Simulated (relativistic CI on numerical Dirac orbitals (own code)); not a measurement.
# Energy levels of Bi⁴⁺

Calculated at this level of theory: Dirac-Coulomb-Breit CI, orbitals from a KLI potential per configuration, model QED (radiative potential, 1s self-energy scaled to tabulated hydrogen-like ionisation energies), valence Slater integrals scaled by 0.85, P86 correlation energy added to each configuration (own radial code, finite nucleus).

Configuration list (outside the closed core [Xe] 4f14): 5d¹⁰6s, 5d¹⁰6p, 5d¹⁰6d, 5d⁹6s², 5d¹⁰6f, 5d¹⁰7s, 5d⁹6s5f, 5d¹⁰5f, 5d⁹6s6p, 5d¹⁰7p, 5d⁹6s5g, 5d¹⁰7d, 5d¹⁰8s, 5d¹⁰8p, 5d¹⁰5g, 5d¹⁰8d, 5d¹⁰9s, 5d¹⁰7f, 5d¹⁰10s, 5d⁹6s6d, 5d⁹6s7s, 5d⁹6s7p, 5d⁹6s7d, 5d⁹6s8s. Double excitations out of closed p, d and f shells are left out; levels of such configurations are missing from the list, as are those of other unlisted configurations, and high levels can miss mixing partners.

The lowest level is 5d¹⁰6s ²S1/2, with 100 % of that term; Hund's rules for 5d¹⁰6s give ²S with J = 1/2, in agreement.

```csv
No.,Configuration,Term,J,E (cm⁻¹),%,Next component (%),Landé g
1,5d¹⁰6s,²S,1/2,0,100,,2.002
2,5d¹⁰6p,²P°,1/2,85638,99,,0.666
3,5d¹⁰6p,²P°,3/2,112591,99,,1.334
4,5d⁹6s²,²D,5/2,149598,100,,1.200
5,5d⁹6s²,²D,3/2,173550,100,,0.799
6,5d⁹6s6p,⁴P°,5/2,217144,60,24 ⁴D°,1.451
7,5d¹⁰6d,²D,3/2,218255,100,,0.799
8,5d¹⁰6d,²D,5/2,221295,100,,1.200
9,5d⁹6s6p,⁴F°,7/2,224991,54,23 ⁴D°,1.261
10,5d⁹6s6p,²F°,5/2,225279,45,33 ⁴F°,1.051
11,5d¹⁰7s,²S,1/2,226854,100,,2.002
12,5d⁹6s6p,⁴D°,3/2,228287,28,28 ⁴P°,1.232
13,5d⁹6s6p,⁴F°,3/2,242567,82,6 ²D°,0.557
14,5d⁹6s6p,⁴F°,9/2,245259,100,,1.334
15,5d¹⁰5f,²F°,5/2,246352,56,18 5d⁹6s6p ²F°,0.945
16,5d¹⁰5f,²F°,7/2,247420,89,6 5d⁹6s6p ²F°,1.152
17,5d⁹6s6p,²D°,3/2,249819,48,43 ⁴P°,1.247
18,5d⁹6s6p,⁴D°,1/2,250085,48,39 ⁴P°,1.122
19,5d¹⁰5f,²F°,5/2,252392,33,23 5d⁹6s6p ²F°,1.087
20,5d⁹6s6p,⁴D°,7/2,252921,67,18 ²F°,1.343
21,5d⁹6s6p,²D°,5/2,254591,50,21 ⁴F°,1.133
22,5d¹⁰7p,²P°,1/2,256417,68,28 5d⁹6s6p ²P°,0.690
23,5d⁹6s6p,²P°,3/2,256599,63,19 ⁴D°,1.220
24,5d⁹6s6p,²P°,1/2,259132,55,30 5d¹⁰7p ²P°,0.577
25,5d¹⁰7p,²P°,3/2,265585,89,9 5d⁹6s6p ²P°,1.323
26,5d⁹6s6p,⁴P°,1/2,269233,58,28 ⁴D°,1.650
27,5d⁹6s6p,²F°,7/2,272741,67,31 ⁴F°,1.174
28,5d⁹6s6p,⁴D°,3/2,273799,29,22 ²D°,1.211
29,5d⁹6s6p,²P°,3/2,276331,66,20 ⁴D°,1.296
30,5d⁹6s6p,²D°,5/2,276476,43,38 ⁴D°,1.236
31,5d⁹6s6p,²F°,7/2,278548,85,6 ⁴D°,1.165
32,5d⁹6s6p,²D°,5/2,280680,72,22 ²F°,1.136
33,5d⁹6s6p,²P°,1/2,297859,91,7 ⁴D°,0.623
34,5d⁹6s6p,²F°,5/2,299895,76,18 ²D°,0.930
35,5d⁹6s6p,²D°,3/2,304410,87,8 ²P°,0.844
36,5d¹⁰7d,²D,3/2,310323,100,,0.799
37,5d¹⁰7d,²D,5/2,311709,100,,1.200
38,5d¹⁰8s,²S,1/2,313111,100,,2.002
39,5d¹⁰6f,²F°,7/2,319369,99,,1.143
40,5d¹⁰6f,²F°,5/2,319478,99,1 5d⁹6s6p ²F°,0.857
41,5d¹⁰8p,²P°,1/2,327476,100,,0.666
42,5d¹⁰8p,²P°,3/2,332059,100,,1.334
43,5d¹⁰5g,²G,9/2,335233,100,,1.111
44,5d¹⁰5g,²G,7/2,335247,100,,0.889
45,5d¹⁰8d,²D,3/2,354705,100,,0.800
46,5d¹⁰8d,²D,5/2,355458,100,,1.200
47,5d¹⁰9s,²S,1/2,356007,99,,2.002
48,5d¹⁰7f,²F°,5/2,358714,100,,0.857
49,5d¹⁰7f,²F°,7/2,358742,100,,1.143
50,5d⁹6s6d,⁴S,3/2,364911,61,34 ⁴P,1.872
51,5d⁹6s6d,⁴P,5/2,369057,46,44 ⁴D,1.442
52,5d⁹6s6d,⁴G,9/2,369456,61,30 ²G,1.168
53,5d⁹6s6d,⁴F,7/2,370387,32,29 ⁴D,1.193
54,5d⁹6s6d,⁴G,11/2,370565,100,,1.273
55,5d⁹6s6d,⁴D,3/2,371757,38,31 ²P,1.322
56,5d⁹6s6d,⁴P,1/2,372320,35,24 ⁴D,1.420
57,5d⁹6s6d,⁴D,7/2,372385,37,34 ²G,1.134
58,5d⁹6s6d,⁴F,5/2,374005,30,22 ⁴P,1.122
59,5d⁹6s6d,²P,1/2,374680,47,40 ²S,1.184
60,5d⁹6s6d,⁴F,9/2,374776,76,24 ²G,1.280
61,5d⁹6s6d,²F,7/2,375730,43,20 ²G,1.165
62,5d⁹6s6d,²D,3/2,376424,41,33 ²P,0.975
63,5d⁹6s6d,²F,5/2,377004,36,28 ²D,1.065
64,5d⁹6s7s,⁴D,7/2,378091,95,3 5d⁹6s6d ⁴D,1.421
65,5d⁹6s6d,²P,3/2,378761,49,37 ²D,1.139
66,5d⁹6s6d,²G,9/2,378812,79,15 ⁴G,1.134
67,5d⁹6s6d,²D,5/2,380143,69,19 ²F,1.149
68,5d⁹6s7s,⁴D,5/2,380539,56,39 ²D,1.293
69,5d¹⁰10s,²S,1/2,380603,89,5 5d⁹6s6d ⁴P,1.990
70,5d⁹6s6d,²F,7/2,381559,69,15 ²G,1.118
```

Energies count from the lowest computed level; ° marks odd parity.

The mean weight of the leading LS term, summed over parents, in these 70 levels is 73 %, and that of the leading jj configuration (from the same eigenvectors) 83 %, so jj coupling describes them better and the LS labels are nominal.

At this charge configurations can still be misplaced by up to about 7 % of their energy. Levels and lines within the n = 5 or 6 shells can be off by up to 10 % or somewhat more, and those that change n by about 2 %, since core polarisation is missing. 12 of the 12 excited levels that our extract of the measured tables holds in this range could be paired (the sources list more); they are missed by 14218 cm⁻¹ on average and 45942 at most, and levels without a partner can miss by more. Levels that differ in their count of f electrons can be misplaced by several ten thousand cm⁻¹, since the correlation energy of f electrons is missing or only estimated; rates across such gaps can be off by orders of magnitude.

LS names give the leading component of a level, which can be under half, so a name can repeat, a term be missing and a line seem to break the LS rules.
